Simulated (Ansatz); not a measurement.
All numbers were calculated with Ansatz.

A structure relaxed at PBE0-D4/def2-TZVP, charge 0, multiplicity 1:

```json
{"atom": "F1", "x (Å)": "-0.986", "y (Å)": "-0.664", "z (Å)": "-1.194"}
{"atom": "Ga2", "x (Å)": "0.103", "y (Å)": "-0.006", "z (Å)": "-0.006"}
{"atom": "F3", "x (Å)": "-0.749", "y (Å)": "0.773", "z (Å)": "1.296"}
{"atom": "H4", "x (Å)": "1.633", "y (Å)": "-0.103", "z (Å)": "-0.096"}
```

Give its formula and SMILES.

F2GaH, `[F][GaH][F]`.

Point group (tolerance 0.08 Å, 0.16 Å for H)?

C2v.

Summarise the bond lengths by kind.

2 × F–Ga 1.740 Å; 1 × Ga–H 1.536 Å.
